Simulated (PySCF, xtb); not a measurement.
C₅H₁₂Si, SMILES [SiH3]/C=C\CCC.

GFN2-xTB run with xtb 6.7.1 at its own geometry gives an orbital gap of 4.46 eV and a dipole moment of 0.78 D.

Geometry: PBE-D3(BJ)/def2-SVP. The structure was generated by enumeration; whether it is a known compound was not checked. The values are those of a single conformer.

Q: What does PBE/def2-TZVP (PySCF) give? (The exact figures need the calculation; the answer reports its results.)

A: gap 4.82 eV (levels -6.34 and -1.53 eV), dipole 1.27 D.
